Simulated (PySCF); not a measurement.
# Cl (chlorine, neutral): UHF calculation

Configuration: [Ne] 3s1 3p6, 2S determinant (an excited configuration). All numbers are calculated (PySCF 2.14, no relativity, point nucleus, in aug-cc-pV(D+d)Z).

```json
{"Total energy": "-458.908698 hartree", "One-electron energy": "-633.3835 hartree", "Hartree (Coulomb) energy": "201.7928 hartree", "Exchange energy": "-27.3180 hartree", "Kinetic energy": "458.88685 hartree", "⟨S²⟩": "0.7784", "⟨L²⟩": "0.000", "Sum of ⟨r⟩": "16.12 bohr", "Sum of ⟨r²⟩": "29.07 bohr²", "Density at the nucleus (Gaussians lack the cusp)": "3120 bohr⁻³", "Spin density at the nucleus": "11.2 bohr⁻³", "Langevin diamagnetic susceptibility": "-23.0 ×10⁻⁶ cm³/mol"}
```

| shell | electrons | mean orbital energy (eV) | rms radius, mean of both spins (bohr) |
| --- | --- | --- | --- |
| 1s α | 1 | -2856.6 | 0.106 |
| 1s β | 1 | -2855.9 | 0.106 |
| 2s α | 1 | -291.13 | 0.481 |
| 2s β | 1 | -289.80 | 0.481 |
| 2p α | 3 | -222.25 | 0.451 |
| 2p β | 3 | -221.51 | 0.451 |
| 3s α | 1 | -32.532 | 1.64 |
| 3p α | 3 | -15.681 | 2.03 |
| 3p β | 3 | -11.845 | 2.03 |
